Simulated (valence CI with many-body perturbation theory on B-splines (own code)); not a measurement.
## Rh³²⁺: what the settings do

Computed by configuration interaction combined with many-body perturbation theory (CI+MBPT): three valence electrons over a frozen Dirac-Fock core [Ne], radial functions for each j: 6 s, 6 p, 5 d, 3 f, 1 g, with the one-electron correlation potential Σ1, the two-electron term Σ2, the three-electron term Σ3, Breit, model QED; selected CI, second order for the rest (own B-spline code, finite nucleus).

The last digits are not significant, and no measured levels were compared; by estimate large intervals hold to a few tenths of a per cent, small ones and those within an open d or f shell to about a per cent.

The reference run has the lowest level (3s^2 3p1/2) J=1/2 and an ionisation energy of 1921.65 eV. Its largest variational space holds 2804 state functions.

Levels are named by their leading jj configuration (3d3/2^4 stands for four electrons in 3d with j = 3/2), which in mixed levels can hold well under half, so a name can repeat and another be missing. Letters in brackets count levels of one name in rising energy.

Changed runs:
A. selection threshold (hartree) 2e-08 → 2e-07; lowest core n in screening and Σ2 1 → 1
B. screening of Σ1 on → off
C. scale of Σ1 1 → 0.8
D. scale of Σ2 1 → 3 (bad on purpose)

Excitation energies of the reference run in cm⁻¹, and shifts in cm⁻¹:

```csv
Level,Reference,A,B,C,D
(3s^2 3p3/2) J=3/2,282937,0,+2.8,-84,+455
(3s 3p1/2^2) J=1/2,606946,0,-26,+304,+1591
(3s 3p1/2 3p3/2) J=3/2 [a],798133,+0.1,-24,+231,+3441
(3s 3p1/2 3p3/2) J=5/2,862832,0,-22,+223,+2325
(3s 3p1/2 3p3/2) J=3/2 [b],963269,+0.1,-17,+219,-132
(3s 3p1/2 3p3/2) J=1/2,1035190,+0.2,-24,+236,-7247
(3s 3p3/2^2) J=5/2,1115860,+0.1,-12,+143,+2725
(3s^2 3d3/2) J=3/2,1258860,+0.1,+11,+196,-7872
(3s 3p3/2^2) J=1/2,1320270,+0.2,-20,+147,-3922
(3s^2 3d5/2) J=5/2,1350920,0,+24,+132,-8194
(3s 3p3/2^2) J=3/2,1364290,+0.2,-12,+158,-8779
(3p1/2^2 3p3/2) J=3/2,1608880,0,-40,+527,-2777
Ionisation energy (eV),1921.65,0,+0.011,-0.19,-0.34
```
